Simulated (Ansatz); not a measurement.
Basis-set extrapolation for C2H5BS (PBE0-D4/def2-TZVP geometry, frozen core, the Gaussian-basis code of Ansatz). Multiplicity 1, RHF reference.

|  | def2-TZVPP | def2-QZVPP |
| --- | --- | --- |
| HF | -500.835649 | -500.851653 |
| MP2 correlation | -0.627270 | -0.670349 |
| CCSD(T) correlation | -0.695236 | not run |

Energies in hartree. Use E(X) = E(∞) + A·exp(−7.88·√X) for Hartree–Fock and E(X) = E(∞) + B·X^(−2.97) for correlation, with X = 3 and 4, and add CCSD(T) minus MP2 of the smaller set to the MP2 limit.

Task: What is the CCSD(T) energy at the basis-set limit?

Result: HF limit: -500.851653 + (-0.016004) × 0.13774 = -500.85386. MP2 limit: -0.670349 + (-0.043079) × 0.74074 = -0.70226. Higher-order term: -0.695236 − (-0.627270) = -0.06797. Total: -501.62409 hartree, 58.5 kcal/mol below CCSD(T)/def2-TZVPP.
